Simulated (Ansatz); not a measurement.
Reaction (ligand exchange at a Ge–C bond): `[OH][GeH2][C]#C[SiH3]` + `N[SiH](O)F` → `[OH][GeH2][NH][SiH](O)F` + `C#C[SiH3]`

Computed with Ansatz on PBE0-D4/def2-TZVP structures; ΔE is electronic, products minus reactants. CCSD(T)/CBS adds triple-zeta CCSD(T) − MP2 to the extrapolated MP2 energy (def2 sets, frozen cores). This one scheme is used for every species. Functionals use def2-TZVPP. For Ge outer-core shells are correlated without core-valence functions, which leaves a few kJ/mol of doubt a bond. Scalar relativity is left out up to krypton. Each species was taken in one conformer, which may not be the lowest.

```
         level  ΔE (kJ/mol)
        PBE-D4        -13.2
           PBE         -8.3
 MP2/CBS(def2)        -14.8
CCSD/CBS(def2)        -15.4
```

**Question.** What does CCSD(T)/CBS give? (Best estimate.)

**Answer.** Computed: -16.4 kJ/mol. The listed levels differ from it by 3.2, 8.1, 1.6, 1.0 kJ/mol.

Largest T1 diagnostic among the species: 0.013.

In def2-TZVPP, CCSD(T) changes the Hartree–Fock value by −7.5 kJ/mol (the triples alone add −1.0 kJ/mol) and MP2 by −5.9 kJ/mol. The D4 term adds −7.9 kJ/mol with B3LYP and −4.2 kJ/mol with PBE0; it sums over pairs of atoms, weighted by their polarisabilities, and B3LYP, whose exchange is more repulsive, gets the larger term.

B3LYP here is the variant with VWN-RPA as its local correlation; programs differ in this.
